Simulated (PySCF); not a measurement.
C2H7F2NSi, SMILES N[SiH2]CC(F)F. Atoms are numbered in the order given.

```xyz
13

N      2.8078     0.1706     0.0000
Si     1.1938    -0.4501     0.0000
C     -0.1369     0.9173     0.0000
C     -1.5617     0.4362     0.0000
F     -1.7987    -0.3322    -1.0923
F     -1.7987    -0.3322     1.0923
H      3.2109     0.5760     0.8361
H      3.2109     0.5760    -0.8361
H      1.0258    -1.2750    -1.2306
H      1.0258    -1.2750     1.2306
H      0.0190     1.5570     0.8844
H      0.0190     1.5570    -0.8844
H     -2.3099     1.2500     0.0000
```

The structure is a stationary point at PBE0-D3(BJ)/def2-SVP. This is a generated structure with no PubChem entry under its InChIKey; it may be hypothetical. One conformer was computed; it need not be the lowest.

The numbers are results of PBE/def2-TZVP in PySCF, not measurements.

Symmetry labels are those of the subgroup Cs that the program uses (full group Cs).

Computed valence orbital energies around the gap with their symmetry:
| orbital | symmetry | energy (eV) |
|---|---|---|
| HOMO−7 | A' | -9.63 |
| HOMO−6 | A" | -9.58 |
| HOMO−5 | A' | -9.58 |
| HOMO−4 | A" | -9.05 |
| HOMO−3 | A' | -8.15 |
| HOMO−2 | A" | -7.92 |
| HOMO−1 | A' | -7.77 |
| HOMO | A' | -5.97 |
| LUMO | A' | -0.37 |
| LUMO+1 | A' | 0.39 |
| LUMO+2 | A' | 1.15 |
| LUMO+3 | A" | 1.22 |
